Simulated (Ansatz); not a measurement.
`[OH][SnH]([F])[O][SiH3]` + dimethylamine → `C[N](C)[SnH]([OH])[F]` + silanol  (ligand exchange at the Sn–O bond)

Calculated with Ansatz (gas phase, PBE0-D4/def2-TZVP geometries, no zero-point term in ΔE). CCSD(T)/CBS adds triple-zeta CCSD(T) − MP2 to the extrapolated MP2 energy (def2 sets, frozen cores). Functionals use def2-TZVPP. B3LYP here is the variant with VWN-RPA as its local correlation; programs differ in this. def2 core potentials past Kr. For Sn outer-core shells are correlated without core-valence functions, which leaves a few kJ/mol of doubt a bond. Each species was taken in one conformer, which may not be the lowest.

`[OH][SnH]([F])[O][SiH3]`:

```xyz
10

O     1.620    1.480    0.965
Sn    0.713    1.181   -0.721
F     1.809   -0.055   -1.684
O    -0.926    0.203   -0.418
Si   -1.316   -1.197    0.341
H     1.972    0.676    1.358
H     0.443    2.599   -1.582
H    -0.176   -1.675    1.175
H    -2.489   -0.963    1.221
H    -1.650   -2.247   -0.655
```

`CNC`:

Cartesian coordinates in Å:
```
C 1.163 0.133 0.299
N -0.133 0.698 0.004
C -1.084 -0.291 -0.448
H 1.827 0.907 0.690
H 1.611 -0.252 -0.622
H 1.136 -0.699 1.024
H -0.494 1.173 0.821
H -0.757 -0.698 -1.409
H -2.060 0.173 -0.602
H -1.210 -1.142 0.244
```

`C[N](C)[SnH]([OH])[F]`:

Z-matrix (Å, degrees):
```
C
N 1 1.444
H 1 1.098 2 109.9
H 1 1.093 2 110.9 3 -118.3
H 1 1.102 2 113.4 3 119.9
C 2 1.445 1 113.6 3 -60.4
Sn 2 1.998 1 119.1 3 150.1
H 6 1.098 2 109.7 1 60.9
H 6 1.092 2 110.6 1 179.3
H 6 1.102 2 113.2 1 -58.9
O 7 1.947 2 106.7 1 -58.9
F 7 1.921 2 101.3 1 -173.2
H 7 1.697 2 125.1 1 66.5
H 11 0.961 7 112.4 2 -42.9
```

`O[SiH3]`:

Z-matrix (Å, degrees):
```
Si
O 1 1.648
H 1 1.489 2 111.7
H 1 1.489 2 111.7 3 120.9
H 1 1.481 2 105.9 3 -119.6
H 2 0.957 1 117.9 3 -60.5
```

(1) Is it downhill or uphill in electronic energy at CCSD(T)/CBS, and by how much? (Estimate.)

(2) What do these levels give: PBE-D4, r2SCAN-D4, PBE0-D4, ωB97M-V, B2PLYP, r2SCAN, PBE0, B3LYP, HF/def2-QZVPP, SCS-MP2/def2-QZVPP, HF/CBS(def2), MP2/CBS(def2)? (An estimate is asked.)

Largest T1 diagnostic among the species: 0.014.

Results:

(1) Ansatz gave: Uphill: ΔE = +43.1 kJ/mol.

(2) The calculation gave: PBE-D4 40.2, r2SCAN-D4 46.3, PBE0-D4 43.1, ωB97M-V 45.7, B2PLYP 48.2, r2SCAN 47.2, PBE0 45.7, B3LYP 50.6, HF/def2-QZVPP 66.6, SCS-MP2/def2-QZVPP 45.6, HF/CBS(def2) 66.8, MP2/CBS(def2) 39.5 kJ/mol.

The D4 term adds −4.8 kJ/mol with B3LYP and −2.6 kJ/mol with PBE0; it sums over pairs of atoms, weighted by their polarisabilities, and B3LYP, whose exchange is more repulsive, gets the larger term. In def2-TZVPP, CCSD(T) changes the Hartree–Fock value by −21.4 kJ/mol (the triples alone add −2.6 kJ/mol) and MP2 by −25.0 kJ/mol.
